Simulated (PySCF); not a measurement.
## From computed data to an observable: chemical shift, span and skew from a shielding tensor

B(OH)(SeH)2 (BH₃OSe₂), SMILES OB([SeH])[SeH]. Atoms are numbered in the order given.

```xyz
7

B      0.6785     0.0017     0.0000
O      2.0264     0.0852     0.0000
H      2.4879    -0.7586     0.0000
Se    -0.3553    -1.6653     0.0000
H      0.8087    -2.5689     0.0000
Se    -0.2707     1.7100     0.0000
H     -1.6150     1.1159     0.0000
```
Charge 0, spin multiplicity 1.

Geometry optimised at PBE0-D3(BJ)/def2-SVP. This is a generated structure with no PubChem entry under its InChIKey; it may be hypothetical. The values are those of a single conformer.

GIAO shieldings from PBE/pcSseg-1 (PySCF), non-relativistic, no solvent. The symmetric part of the tensor of Se4 has the principal values 1479.2, 1600.2, 2312.4 ppm. The same nucleus in Me2Se has σ = 1634.8 ppm at this level (PySCF, at its B3LYP-D3(BJ)/def2-TZVP geometry).

Problem. Work out the isotropic shielding, the ⁷⁷Se shift against Me2Se, the span and the skew.

Solution. 
σ(iso) = (σ11 + σ22 + σ33)/3 = 1797.3 ppm. δ = σ(ref) − σ(iso) = 1634.8 − (1797.3) = -162.5 ppm.
Span Ω = σ33 − σ11 = 833.2 ppm. Skew κ = 3(σ(iso) − σ22)/Ω = 0.71. Tumbling in solution averages the tensor to δ; in a static solid the shielding alone would spread this spin-1/2 line over Ω.
